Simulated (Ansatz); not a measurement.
`B[SiH](O)[SiH3]` + `CC[TeH]` → `CC[Te][SiH3]` + `B[SiH2]O` at 500 K and 1 bar (cleavage of the Si–Si bond).

Calculated with Ansatz (gas phase, PBE0-D4/def2-TZVP geometries, no zero-point term in ΔE). CCSD(T)/CBS adds triple-zeta CCSD(T) − MP2 to the extrapolated MP2 energy (def2 sets, frozen cores). def2 core potentials past Kr. For Te outer-core shells are correlated without core-valence functions, which leaves a few kJ/mol of doubt a bond. One conformer a species, not always the lowest.

```
          species  CCSD(T)/CBS energy (Eh)  H − E (kJ/mol)  S (J/(mol·K))
`B[SiH](O)[SiH3]`               -682.33266           230.8          436.6
        `CC[TeH]`               -347.43450           223.2          358.5
   `CC[Te][SiH3]`               -637.73763           286.7          443.5
       `B[SiH2]O`               -392.05150           169.7          351.6
```

H − E and S are ideal-gas, rigid-rotor, harmonic terms from PBE0-D4/def2-TZVP, for one conformer and one mirror image of each species. 1 Eh = 2625.50 kJ/mol, R = 8.31446 J/(mol·K).

Problem. By hand: ΔE, ΔH, ΔS and ΔG.

Solution. ΔE = (-637.73763) + (-392.05150) − (-682.33266) − (-347.43450) = -0.02197 Eh = -57.7 kJ/mol. Δ(H − E) = 286.7 + 169.7 − 230.8 − 223.2 = 2.4, so ΔH = -55.3 kJ/mol. ΔS = 443.5 + 351.6 − 436.6 − 358.5 = 0.0 J/(mol·K). ΔG = -55.3 − 500 × (0.0)/1000 = -55.3 kJ/mol.

Problem. By hand: the equilibrium constant, and the temperature at which ΔG would vanish if ΔH and ΔS stayed fixed.

Solution. log₁₀ K = −ΔG/(RT ln 10) = 5.8. With ΔH or ΔS at zero there is no such temperature.

The number of gas molecules stays the same, so ΔS is small and ΔH decides. A doubt of 5 kJ/mol in ΔE shifts log₁₀ K by 0.5 here. Other conformers and mirror images would add mixing entropy, several J/(mol·K) or more a flexible species. Modes under 60 cm⁻¹, often nearly free rotors, make the harmonic entropy too high. These are equilibria of isolated gas molecules and say nothing of rates. Largest T1 diagnostic: 0.014 (customary marks: 0.02 for closed shells, 0.045 for open ones).

ΔS is within the doubt of such terms, so its sign, and with it that verdict, could turn.
